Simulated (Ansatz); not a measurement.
Breaking the Cd1–H2 bond in CdH4Si (SMILES [SiH3][CdH]) (multiplicity 1 held, fragments rigid). Energies count from the point at 1.699 Å.
Geometry at that point (charge 0, multiplicity 1):
```xyz
6

Cd    -0.566    -0.311    -0.080
H     -2.045    -1.121    -0.288
Si     1.635     0.896     0.230
H      2.249     0.594     1.550
H      1.471     2.372     0.154
H      2.626     0.513    -0.810
```

Signs of static correlation in def2-SVP, with CASSCF(2,2), from Ansatz (an electronic-structure program) runs.

| R (Å) | T1 of restricted CCSD | ⟨S²⟩ of UHF | largest double amplitude of restricted CCSD | weight of the CASSCF reference in MRCISD | CASSCF natural occupations |
|---|---|---|---|---|---|
| 1.359 | 0.011 | 0.000 | 0.032 | 0.903 | 1.98 0.02 |
| 1.529 | 0.012 | 0.000 | 0.036 | 0.903 | 1.98 0.02 |
| 1.699 | 0.012 | 0.000 | 0.045 | 0.904 | 1.97 0.03 |
| 1.869 | 0.013 | 0.000 | 0.060 | 0.904 | 1.96 0.04 |
| 2.039 | 0.015 | 0.000 | 0.080 | 0.905 | 1.95 0.05 |
| 2.294 | 0.018 | 0.000 | 0.122 | 0.905 | 1.92 0.08 |
| 2.549 | 0.022 | 0.339 | … | 0.905 | 1.88 0.12 |
| 2.974 | 0.033 | 0.751 | 0.288 | 0.905 | 1.77 0.23 |
| 3.399 | … | 0.912 | 0.428 | 0.904 | 1.61 0.39 |
| 3.908 | 0.069 | 0.982 | 0.618 | 0.904 | 1.40 0.60 |
| 4.588 | 0.088 | 1.008 | 0.835 | 0.904 | 1.19 0.81 |
| 5.438 | 0.096 | 1.014 | 0.983 | 0.904 | 1.07 0.93 |

Complete the blanks.


- 2.549, largest double amplitude of restricted CCSD: 0.176
- 3.399, T1 of restricted CCSD: 0.049

Doubts at one or more of the structures used: a restricted determinant that unrestricted orbitals would lower (R-CCSD(T)/def2-SVP); other coupled-cluster roots lie near (R-CCSD(T)/def2-SVP); T1 above 0.05 (R-CCSD(T)/def2-SVP); a spin-contaminated determinant (U-CCSD(T)/def2-SVP).
